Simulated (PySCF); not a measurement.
Basis-set dependence of population analyses: `C[C@@H]1C=C1[SiH3]`

Compound: C4H8Si.
Atom-mapped SMILES: `[CH3:1][C@@H:2]1[CH:3]=[C:4]1[SiH3:5]` (hydrogens: H6, H7, H8 on C1; H9 on C2; H10 on C3; H11, H12, H13 on Si5)

PBE0 throughout (PySCF), one geometry, spherical d and f functions. Isolated species at its PBE0-D3(BJ)/def2-SVP geometry, gas phase. Atoms taken as equivalent share a column and are averaged. The first 7 of 9 kinds of atom are listed.

Mulliken charges (e):

```csv
basis,functions,C1,C2,C3,C4,Si5,H6/H7/H8,H9
STO-3G,37,-0.237,-0.068,-0.115,-0.203,+0.562,+0.075,+0.061
6-31G,65,-0.486,-0.206,-0.161,-0.234,+0.537,+0.164,+0.161
pcSseg-0,65,-0.611,-0.378,-0.227,-0.437,+0.632,+0.228,+0.237
6-31G*,90,-0.532,-0.165,-0.139,-0.135,+0.301,+0.173,+0.160
cc-pVDZ,114,-0.035,-0.096,-0.041,-0.088,+0.239,+0.041,+0.023
def2-SVP,114,-0.008,-0.137,-0.106,-0.153,+0.400,+0.039,+0.051
"6-311+G(2d,p)",191,-0.672,+0.266,-0.721,+0.285,+0.367,+0.143,+0.091
aug-cc-pVDZ,191,+0.232,+0.609,+0.866,-0.449,-0.675,-0.110,-0.519
def2-TZVP,209,-0.354,-0.075,-0.172,-0.125,+0.178,+0.117,+0.095
IGLO-III,264,-0.379,-0.051,-0.173,-0.189,+0.759,+0.111,+0.084
cc-pVTZ,266,-0.275,-0.069,-0.161,-0.124,+0.204,+0.095,+0.094
```

IAO charges (e):

| basis | functions | C1 | C2 | C3 | C4 | Si5 | H6/H7/H8 | H9 |
| --- | --- | --- | --- | --- | --- | --- | --- | --- |
| STO-3G | 37 | -0.408 | -0.131 | -0.126 | -0.269 | +0.645 | +0.131 | +0.106 |
| 6-31G | 65 | -0.444 | -0.110 | -0.140 | -0.259 | +0.450 | +0.144 | +0.121 |
| pcSseg-0 | 65 | -0.436 | -0.125 | -0.128 | -0.272 | +0.447 | +0.143 | +0.125 |
| 6-31G* | 90 | -0.426 | -0.096 | -0.129 | -0.296 | +0.584 | +0.138 | +0.112 |
| cc-pVDZ | 114 | -0.425 | -0.097 | -0.135 | -0.292 | +0.577 | +0.137 | +0.112 |
| def2-SVP | 114 | -0.415 | -0.094 | -0.128 | -0.294 | +0.594 | +0.134 | +0.109 |
| 6-311+G(2d,p) | 191 | -0.438 | -0.103 | -0.139 | -0.301 | +0.611 | +0.142 | +0.117 |
| aug-cc-pVDZ | 191 | -0.436 | -0.102 | -0.142 | -0.291 | +0.579 | +0.141 | +0.117 |
| def2-TZVP | 209 | -0.438 | -0.103 | -0.138 | -0.304 | +0.620 | +0.142 | +0.117 |
| IGLO-III | 264 | -0.440 | -0.103 | -0.140 | -0.303 | +0.619 | +0.142 | +0.118 |
| cc-pVTZ | 266 | -0.439 | -0.103 | -0.139 | -0.300 | +0.605 | +0.142 | +0.117 |

Hirshfeld charges (e):

```
        basis  functions      C1      C2      C3      C4     Si5  H6/H7/H8      H9
       STO-3G         37  -0.049  -0.019  -0.059  -0.115  +0.379    +0.012   0.000
        6-31G         65  -0.108  -0.029  -0.043  -0.117  +0.297    +0.034  +0.025
     pcSseg-0         65  -0.115  -0.029  -0.041  -0.110  +0.316    +0.032  +0.019
       6-31G*         90  -0.109  -0.031  -0.038  -0.112  +0.298    +0.034  +0.025
      cc-pVDZ        114  -0.119  -0.036  -0.038  -0.107  +0.315    +0.035  +0.024
     def2-SVP        114  -0.123  -0.037  -0.038  -0.105  +0.320    +0.036  +0.024
6-311+G(2d,p)        191  -0.124  -0.049  -0.043  -0.120  +0.326    +0.039  +0.032
  aug-cc-pVDZ        191  -0.132  -0.050  -0.045  -0.117  +0.324    +0.041  +0.033
    def2-TZVP        209  -0.128  -0.046  -0.042  -0.115  +0.319    +0.039  +0.031
     IGLO-III        264  -0.132  -0.050  -0.045  -0.113  +0.318    +0.040  +0.032
      cc-pVTZ        266  -0.129  -0.044  -0.042  -0.112  +0.316    +0.039  +0.030
```

Some averages cover members that differ in this geometry, most widely: H6/H7/H8, Mulliken in aug-cc-pVDZ -0.158 to -0.085 e.

Question: Which scheme is steadiest as the basis changes?

Answer: Largest range over the bases for any column: Hirshfeld 0.08 e, IAO 0.20 e, Mulliken 1.59 e. Hirshfeld charges move least and Mulliken charges most, counted in e. Without the minimal STO-3G basis the ranges are Hirshfeld 0.03, IAO 0.17, Mulliken 1.59 e.

Question: How much do the charges still move between the two largest bases, IGLO-III and cc-pVTZ?

Answer: At most, over all atoms: Mulliken 0.555 e, IAO 0.014 e, Hirshfeld 0.006 e.

Question: What do the same runs give for the total energy, the frontier levels and the dipole moment?

Answer: 
```tsv
basis	energy (Eh)	HOMO (eV)	LUMO (eV)	μ (D)
STO-3G	-441.1047	-5.21	3.44	0.65
6-31G	-446.2207	-7.08	-0.10	0.51
pcSseg-0	-445.6063	-7.45	-0.47	0.44
6-31G*	-446.2996	-7.07	-0.23	0.59
cc-pVDZ	-446.3261	-7.16	-0.38	0.52
def2-SVP	-446.1206	-7.25	-0.48	0.54
6-311+G(2d,p)	-446.3718	-7.27	-0.65	0.54
aug-cc-pVDZ	-446.3338	-7.24	-0.61	0.51
def2-TZVP	-446.3857	-7.27	-0.61	0.57
IGLO-III	-446.3892	-7.27	-0.65	0.54
cc-pVTZ	-446.3846	-7.25	-0.56	0.56
```

The dipole is fixed by the density alone, so its range of 0.21 D shows that the density itself changes with the basis, not only its division among atoms.
